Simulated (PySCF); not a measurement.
**Orbital levels and atomic charges**

System: heptacene (C30H18), SMILES c1ccc2cc3cc4cc5cc6cc7ccccc7cc6cc5cc4cc3cc2c1.

Cartesian coordinates (Å):
```
  1 C    -8.4574    1.1531   -0.4421
  2 C    -8.4826    0.5977    0.8615
  3 C    -7.3320    0.2083    1.4666
  4 C    -6.0754    0.3453    0.8122
  5 C    -4.8914   -0.0446    1.4070
  6 C    -3.6535    0.0937    0.7542
  7 C    -2.4575   -0.2956    1.3466
  8 C    -1.2266   -0.1576    0.6949
  9 C    -0.0245   -0.5474    1.2869
 10 C     1.2012   -0.4087    0.6347
 11 C     2.4080   -0.7996    1.2259
 12 C     3.6274   -0.6594    0.5733
 13 C     4.8413   -1.0508    1.1653
 14 C     6.0495   -0.9085    0.5117
 15 C     7.2818   -1.3019    1.1054
 16 C     8.4570   -1.1528    0.4435
 17 C     8.4824   -0.5993   -0.8608
 18 C     7.3320   -0.2101   -1.4663
 19 C     6.0753   -0.3464   -0.8123
 20 C     4.8916    0.0441   -1.4072
 21 C     3.6534   -0.0932   -0.7549
 22 C     2.4579    0.2974   -1.3475
 23 C     1.2270    0.1575   -0.6959
 24 C     0.0249    0.5481   -1.2873
 25 C    -1.2011    0.4085   -0.6356
 26 C    -2.4082    0.7995   -1.2267
 27 C    -3.6280    0.6590   -0.5743
 28 C    -4.8421    1.0509   -1.1657
 29 C    -6.0499    0.9088   -0.5112
 30 C    -7.2824    1.3026   -1.1042
 31 H    -9.3890    1.4551   -0.8983
 32 H    -9.4326    0.4901    1.3647
 33 H    -7.3429   -0.2164    2.4604
 34 H    -4.9101   -0.4681    2.4020
 35 H    -2.4757   -0.7189    2.3413
 36 H    -0.0427   -0.9712    2.2816
 37 H     2.3891   -1.2223    2.2210
 38 H     4.8214   -1.4731    2.1605
 39 H     7.2541   -1.7233    2.1001
 40 H     9.3883   -1.4540    0.9006
 41 H     9.4325   -0.4919   -1.3636
 42 H     7.3433    0.2139   -2.4601
 43 H     4.9106    0.4680   -2.4020
 44 H     2.4773    0.7201   -2.3428
 45 H     0.0443    0.9718   -2.2822
 46 H    -2.3889    1.2225   -2.2217
 47 H    -4.8222    1.4740   -2.1605
 48 H    -7.2548    1.7249   -2.0984
```

Method: PBE0/6-31G*, gas phase, PySCF, fitting set def2-universal-JFIT up to Ne and JKFIT beyond, grid level 1.

The gap is small, so a closed-shell solution may not be the true ground state; the numbers describe that solution.

Task: Give the orbital energies near the gap.

Result: 
```csv
orbital,eV
HOMO-4,-7.35
HOMO-3,-6.69
HOMO-2,-6.50
HOMO-1,-5.50
HOMO,-4.44
LUMO,-2.78
LUMO+1,-1.59
LUMO+2,-0.46
LUMO+3,-0.36
```

Task: Give the partial charges of the non-hydrogen atoms.

Result: 
| atom | Mulliken | IAO | Hirshfeld |
| --- | --- | --- | --- |
| C1 | -0.18 | -0.15 | -0.05 |
| C2 | -0.18 | -0.15 | -0.05 |
| C3 | -0.20 | -0.14 | -0.05 |
| C4 | 0.10 | 0.00 | 0.00 |
| C5 | -0.29 | -0.14 | -0.05 |
| C6 | 0.12 | 0.00 | 0.00 |
| C7 | -0.29 | -0.14 | -0.05 |
| C8 | 0.12 | 0.00 | 0.00 |
| C9 | -0.29 | -0.14 | -0.05 |
| C10 | 0.12 | 0.00 | 0.00 |
| C11 | -0.29 | -0.14 | -0.05 |
| C12 | 0.12 | 0.00 | 0.00 |
| C13 | -0.29 | -0.14 | -0.05 |
| C14 | 0.10 | 0.00 | 0.00 |
| C15 | -0.20 | -0.14 | -0.05 |
| C16 | -0.18 | -0.15 | -0.05 |
| C17 | -0.18 | -0.15 | -0.05 |
| C18 | -0.20 | -0.14 | -0.05 |
| C19 | 0.10 | 0.00 | 0.00 |
| C20 | -0.29 | -0.14 | -0.05 |
| C21 | 0.12 | 0.00 | 0.00 |
| C22 | -0.29 | -0.14 | -0.05 |
| C23 | 0.12 | 0.00 | 0.00 |
| C24 | -0.29 | -0.14 | -0.05 |
| C25 | 0.12 | 0.00 | 0.00 |
| C26 | -0.29 | -0.14 | -0.05 |
| C27 | 0.12 | 0.00 | 0.00 |
| C28 | -0.29 | -0.14 | -0.05 |
| C29 | 0.10 | 0.00 | 0.00 |
| C30 | -0.20 | -0.14 | -0.05 |
